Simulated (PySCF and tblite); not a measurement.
The numbers below are computed, except where a source is named.
C5H6O2, numbered as in [CH3:1][O:2][c:3]1[cH:4][cH:5][o:6][cH:7]1.

Free energies: PBE0-D3(BJ)/pcSseg-1 (IEF-PCM, chloroform) on PBE0-D3(BJ)/def2-SVP structures plus GFN2-xTB thermal terms, symmetry and mirror images included. Conformers within 3 kcal/mol (GFN2-xTB free energy) were kept, 2 at most. Run with PySCF (density fitting) and tblite.

Torsions listed: C1–O2–C3–C4.

| conformer | shape | symmetry | E(GFN2, own minimum) kcal/mol |
| --- | --- | --- | --- |
| 1 | 179° | Cs | 0.00 |
| 2 | 0° | Cs | 0.86 |

(1) Which of these conformers is the most populated at 298.15 K, and with what share?

(2) Give the DFT energies and free energies relative to the lowest, and all weights.

(3) How does its share change from 150 K to 400 K?

Answers

(1) Conformer 1, about 91 %.

(2) 
| conformer | shape | E(DFT) kcal/mol | G(298.15 K) kcal/mol | weight % |
| --- | --- | --- | --- | --- |
| 1 | 179° | 0.00 | 0.00 | 91.2 |
| 2 | 0° | 1.43 | 1.39 | 8.8 |

(3) From 99 % to 85 %; the mixing entropy goes from 0.11 to 0.83 cal/(mol K).
